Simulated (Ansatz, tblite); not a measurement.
Forces on the cluster Mg6N3 at its r2SCAN-D4/def2-SVP geometry. Charge 0, multiplicity 2.

The xTB rows come from tblite. The structure comes from a short search, and lower isomers may exist.

GFN1-xTB (tblite), largest force 1.80 eV/Å:

```xyz
9
positions Å, forces eV/Å
Mg    1.476    0.280    1.622    0.722    0.384    1.240
Mg    0.621    0.891   -0.868    0.255    0.341   -0.359
Mg   -2.043    0.471   -0.700   -1.391    0.499   -0.154
Mg   -1.405    1.845    2.280   -0.590    0.773    0.958
Mg    1.158   -1.528   -1.882    0.775   -1.021   -1.257
Mg   -0.303   -1.309    0.351   -0.111   -0.530    0.125
N     1.708   -0.759   -0.077    0.755   -0.181    0.246
N    -0.560    0.739    0.909    0.120   -0.154   -0.194
N    -0.654   -0.631   -1.636   -0.535   -0.110   -0.605
```

GFN2-xTB (tblite), largest force 0.99 eV/Å:

```
Mg -0.140 -0.229 -0.518
Mg 0.111 0.033 -0.165
Mg 0.513 -0.264 -0.088
Mg 0.074 -0.098 -0.121
Mg -0.095 0.127 0.156
Mg 0.014 -0.197 -0.037
N -0.876 0.446 0.141
N 0.153 -0.203 -0.249
N 0.245 0.385 0.881
```

CAM-B3LYP-D4/def2-TZVP (Ansatz), largest force 0.91 eV/Å:

```
Mg -0.193 -0.345 -0.769
Mg -0.233 -0.806 0.286
Mg 0.755 -0.396 -0.144
Mg 0.097 -0.125 -0.157
Mg -0.390 0.517 0.636
Mg 0.369 0.626 -0.507
N 0.039 0.087 0.186
N -0.263 0.344 0.427
N -0.180 0.099 0.042
```
